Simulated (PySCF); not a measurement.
Working out the ionisation energy of N²⁺

N²⁺ [He] 2s2 2p1 (2P) → N³⁺ [He] 2s2 (1S). Computed with PySCF 2.14 in x2c-TZVPPall (5s3p2d1f, 31 functions), with the spin-free X2C one-electron Hamiltonian (Gaussian nucleus). Frozen: nothing. Energies in hartree (1 hartree = 27.21139 eV):

```
            part  N²⁺ (lower)  N³⁺ (upper)
             UHF   -52.848339   -51.110369
CCSD correlation    -0.098965    -0.100942
             (T)    -0.001203    -0.000283
```

**Question.** What does Hartree-Fock give?

**Answer.** (-51.110369) − (-52.848339) = 1.737970 hartree = 47.293 eV.

**Question.** What do CCSD and CCSD(T) give?

**Answer.** The CCSD correlation energies differ by -0.001977 hartree = -0.054 eV and the triples by 0.000920 hartree = 0.025 eV, so CCSD gives 47.239 eV and CCSD(T) 47.264 eV.

A first-order spin-orbit estimate adds 0.015 eV to CCSD(T) (valence and next inner shell), giving 47.279 eV against 47.445 eV (semi-empirical (NIST evaluation); NIST Atomic Spectra Database, ionization energies).

The coupled-cluster amplitudes are large, so a single reference is strained.

What remains against the reference includes basis incompleteness and higher excitations.
